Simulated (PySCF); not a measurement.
## How the method moves the adiabatic energies of losing or gaining an electron of aluminum chloride

Structure: `[Cl][Al]([Cl])[Cl]` (AlCl3).

All levels share the PBE0-D3(BJ)/def2-SVP structures and the PBE0-D3(BJ)/def2-SVP thermal terms; only the single-point energies (PySCF) change. Values are adiabatic energies of losing or gaining an electron (0 K, eV).

| level | ionisation energy to the radical cation | time |
| --- | --- | --- |
| BLYP-D3(BJ)/aug-cc-pVTZ | 10.77 | 89 s |
| OPBE/def2-TZVPD | 10.94 | 81 s |
| ωB97X-D3(BJ)/ma-def2-TZVP | 11.53 | – |

Times are wall times for all single points of a level on 1 thread of Arm Neoverse V1, a shared host; the dash marks the run that also made the structures. BLYP, OPBE ran on a slower path of this set-up, which computes the density-fitting integrals anew in every SCF cycle while the other levels store them. So the times needn't show the usual order of cost, and those levels read slower than they are.

At BLYP-D3(BJ)/aug-cc-pVTZ, OPBE/def2-TZVPD a relaxed species lies above the same state at the other structure, so the structures fit those levels poorly.

The spread: 0.76 eV, from 10.77 to 11.53.

Note: spin-orbit coupling is left out of the energies, which matters for open shells on the heavier atoms; Cl1 and Cl4 are equivalent in the parent, but the relaxed radical cation is symmetry-broken (D3h to C2v), as a Jahn-Teller-type distortion or an artefact of the method; its spin populations, distances and adiabatic value belong to that structure.
